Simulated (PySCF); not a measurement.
Coordinates in bohr (charge 0 multiplicity 5):
```
Rh    0.0000    0.0000    0.0000
O     3.6933    0.1474    0.0000
O    -1.9743    3.1248    0.0000
O    -1.7190   -3.2722    0.0000
H     4.6008   -1.4662    0.0000
H    -1.0306    4.7175    0.0000
H    -3.5702   -3.2513    0.0000
```

Level of theory: PySCF, UPBE, basis Rh def2-SVP with ECP28, O def2-SVP, H def2-SVP (scalar-relativistic core potentials, no spin–orbit coupling, density fitting).

This geometry of Rh(OH)3 is a stationary point at this level.

Q: What is the point group?

A: C3h.

Q: Is it a minimum?

A: Yes: all harmonic wavenumbers are real.

Q: List the harmonic modes with their infrared intensities.

A: 
```json
{"symmetry": "e'", "ω (cm⁻¹)": "72", "IR (km/mol, summed over degenerate members)": "11.0"}
{"symmetry": "a''", "ω (cm⁻¹)": "127", "IR (km/mol, summed over degenerate members)": "7.2"}
{"symmetry": "e''", "ω (cm⁻¹)": "335", "IR (km/mol, summed over degenerate members)": "0.0"}
{"symmetry": "a''", "ω (cm⁻¹)": "408", "IR (km/mol, summed over degenerate members)": "263"}
{"symmetry": "e'", "ω (cm⁻¹)": "545", "IR (km/mol, summed over degenerate members)": "203"}
{"symmetry": "a'", "ω (cm⁻¹)": "549", "IR (km/mol, summed over degenerate members)": "0.0"}
{"symmetry": "a'", "ω (cm⁻¹)": "607", "IR (km/mol, summed over degenerate members)": "0.0"}
{"symmetry": "e'", "ω (cm⁻¹)": "662", "IR (km/mol, summed over degenerate members)": "190"}
{"symmetry": "e'", "ω (cm⁻¹)": "3669", "IR (km/mol, summed over degenerate members)": "351"}
{"symmetry": "a'", "ω (cm⁻¹)": "3671", "IR (km/mol, summed over degenerate members)": "0.0"}
```

Q: What are the dipole moment and the gap between the highest occupied and lowest empty levels of either spin?

A: 0.00 D and 0.89 eV.

In C3h the vibrations span 4e' + 2a'' + e'' + 3a'. The a', e'' modes carry no infrared intensity, as symmetry demands.

Only a few start shapes were tried, so a lower isomer may exist. Other spin states or occupations of the open shell can lie lower. At this level a singlet minimum of C3v symmetry lies 147 kJ/mol below this structure.
